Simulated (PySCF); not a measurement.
## Chlorine: a sound run and one with changed settings

Sound run: Cl⁺ [Ne] 3s2 3p4, Cl²⁺ [Ne] 3s2 3p3. All numbers are calculated (PySCF 2.14, the non-relativistic Hamiltonian (point nucleus), in cc-pV(D+d)Z (4s3p2d, 23 functions)). The sound run starts from symmetry-adapted Hartree-Fock orbitals and uses a fine grid where one is needed.

Changed run: radial step 0.8 in ln r (0.13 in the sound run). This setting is unsound on purpose.

| species | method | sound run (hartree) | changed run (hartree) | converged |
| --- | --- | --- | --- | --- |
| Cl⁺ | UHF | -459.03729 | -459.03729 | yes |
| Cl⁺ | PBE0 | -459.51431 | -459.55855 | yes |
| Cl⁺ | LDA | -458.15520 | -458.34870 | yes |
| Cl²⁺ | UHF | -458.20817 | -458.20817 | yes |
| Cl²⁺ | PBE0 | -458.63861 | -458.66161 | yes |
| Cl²⁺ | LDA | -457.27406 | -457.43108 | yes |

Ionisation energy of Cl⁺:

```csv
method,sound run (eV),changed run (eV)
UHF,22.562,22.562
PBE0,23.829,24.407
LDA,23.977,24.970
```

A coarse radial grid mis-integrates the density and the exchange-correlation energy, with errors of either sign; Hartree-Fock needs no grid.

For comparison, NIST gives 23.814 eV between the lowest levels.
